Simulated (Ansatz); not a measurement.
`[SiH3]B[CH2][SnH3]` and `B[SiH2]CB[SiH3]` differ in one atom or group.

Ansatz, PBE0-D4/def2-TZVP geometries, multiplicity 1. Each molecule was computed in one conformer, which needn't be the lowest.

Elements past krypton have def2 core potentials.

```
                                          property  `[SiH3]B[CH2][SnH3]`
              HOMO–LUMO gap (PBE0/def2-TZVPP) / eV                  6.43
               HOMO energy (B3LYP/def2-TZVPP) / eV                 -7.66
size of the dipole moment (ωB97M-V/def2-TZVPP) / D                  2.03
                 HOMO energy (PBE/def2-TZVPP) / eV                 -6.62
               HOMO–LUMO gap (PBE/def2-TZVPP) / eV                  4.33
  size of the dipole moment (B3LYP/def2-TZVPP) / D                  2.00
```

Q: Give the same properties after the change, and the shifts. (An estimate is asked.)

A: Computed: 
| property | `B[SiH2]CB[SiH3]` | shift |
| --- | --- | --- |
| HOMO–LUMO gap (PBE0/def2-TZVPP) / eV | 5.71 | -0.72 |
| HOMO energy (B3LYP/def2-TZVPP) / eV | -7.50 | 0.16 |
| size of the dipole moment (ωB97M-V/def2-TZVPP) / D | 1.51 | -0.52 |
| HOMO energy (PBE/def2-TZVPP) / eV | -6.56 | 0.06 |
| HOMO–LUMO gap (PBE/def2-TZVPP) / eV | 3.71 | -0.62 |
| size of the dipole moment (B3LYP/def2-TZVPP) / D | 1.46 | -0.54 |

With PBE0 the HOMO rises by 0.17 eV and the LUMO falls by 0.55 eV, so the gap narrows by about 0.72 eV. PBE moves the HOMO by 0.06 eV and ωB97M-V by 0.26 eV. Dipoles are sizes alone; their direction can turn.

B3LYP here is the variant with VWN-RPA as its local correlation; programs differ in this.
